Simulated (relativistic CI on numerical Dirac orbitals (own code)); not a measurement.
**Crystal-field levels of Au4+, 5d7**

Calculated by Dirac-Coulomb-Breit CI, separate exchange-only KLI orbitals for each configuration, model QED, valence Slater integrals scaled by 0.75, one configuration in a parametric crystal field (own radial code).

Field parameters in Wybourne normalisation: Oh B⁴₀ = 21Dq, B⁴₄ = √(5/14) B⁴₀. The field is a parameter set, without covalency.

S is read from ⟨S²⟩ = S(S + 1).

Levels (cm⁻¹, degeneracy): 0 (2), 595 (4), 2856 (4), 10722 (4), 11873 (2), 13789 (4), 15351 (2), 15873 (2), 16781 (4), 18894 (4), 20512 (4), 21756 (2).

**Question.** Which field gives this pattern?
A. Oh, 10Dq = 8500 cm⁻¹
B. Oh, 10Dq = 42500 cm⁻¹
C. Oh, 10Dq = 15300 cm⁻¹
D. Oh, 10Dq = 28900 cm⁻¹

**Answer.** A. Oh, 10Dq = 8500 cm⁻¹, ground level with S = 1.41.
